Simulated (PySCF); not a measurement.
Stretching KS

Set-up: K 6-31G(d,p), S 6-31G(d,p); no relativity (PySCF 2.14). Energies in eV from K + S in their ground configurations at the same level. State: ²Π (doublet), unpaired electrons π ↑.

| R (Å) | UHF-SCS-MP2 |
| --- | --- |
| 2.419 | -1.377 |
| 2.532 | -1.724 |
| 2.644 | -1.928 |
| 2.729 | -2.011 |
| 2.813 | -2.052 |
| 2.897 | -2.058 |
| 3.010 | -2.030 |
| 3.151 | -1.951 |
| 3.319 | -1.819 |
| 3.544 | -1.608 |

Put a parabola through the three lowest points of the UHF-SCS-MP2 curve and estimate Re, k and ωe (reduced mass 17.56 u; 1 eV/Å² = 0.16022 mdyn/Å; ωe = 1302.8·√(k/μ) cm⁻¹).

Through R = 2.813, 2.897, 3.01 Å the second-order coefficient is 1.62 eV/Å², so Re ≈ 2.877 Å, k ≈ 0.519 mdyn/Å and ωe ≈ 224 cm⁻¹. A polynomial fit of higher order to the unrounded UHF-SCS-MP2 energies gives Re = 2.875 Å, k = 0.606 mdyn/Å, ωe = 242 cm⁻¹; anharmonicity and rounding make the difference.

The higher-order fit for each curve: UHF-SCS-MP2: Re = 2.875 Å, ωe = 242 cm⁻¹, De = 2.06 eV.

Correlated steps freeze 10 core orbitals. Correlated levels converge slowly with the basis: in double zeta they bind strong bonds too weakly, by up to about 1 eV, and carry superposition errors of some tenths. The state is the lowest determinant that a PBE0 search found; another state may lie lower at other levels.
